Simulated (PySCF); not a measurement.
Compound: C8H8OS.
InChI=1S/C8H8OS/c1-2-10(9)8-6-4-3-5-7-8/h2-7H,1H2/t10-/m1/s1

Torsions of this conformer, `[CH2:1]=[CH:2][S@@:3](=[O:4])[c:5]1[cH:6][cH:7][cH:8][cH:9][cH:10]1`: C1–C2–S3–O4 9°, C2–S3–C5–C6 -100°.

The closed-shell ground state was solved at several levels (PySCF, density fitting, gas phase, non-relativistic). The structure is a single PBE0-D3(BJ)/def2-SVP conformer in the gas phase; no vibrational or solvent corrections.

```
              level  basis functions  HOMO (eV)  LUMO (eV)  gap (eV)  dipole (D)
     B97-2/pcSseg-1              217      -6.57      -0.99      5.58        3.69
CAM-B3LYP/def2-SVPD              274      -8.19       0.06      8.25        3.96
```

Problem. Estimate the row for PBE0/pcSseg-1, a basis of 217 functions; the other rows only guide the guess.

Solution. HOMO -6.83 eV, LUMO -0.96 eV, gap 5.87 eV, dipole 3.71 D.

Problem. Over all these levels, which gives the widest orbital gap and which the narrowest?

Solution. CAM-B3LYP/def2-SVPD (range-separated hybrid) has the widest, 8.25 eV, and B97-2/pcSseg-1 (global hybrid, 21 % exact exchange) the narrowest, 5.58 eV. Functional and basis both differ between the two, so the spread mixes both effects.

Problem. How far do the dipole and the HOMO energy spread over the levels?

Solution. The dipole runs from 3.69 to 3.96 D (mean 3.79 D) and the HOMO from -8.19 to -6.57 eV.
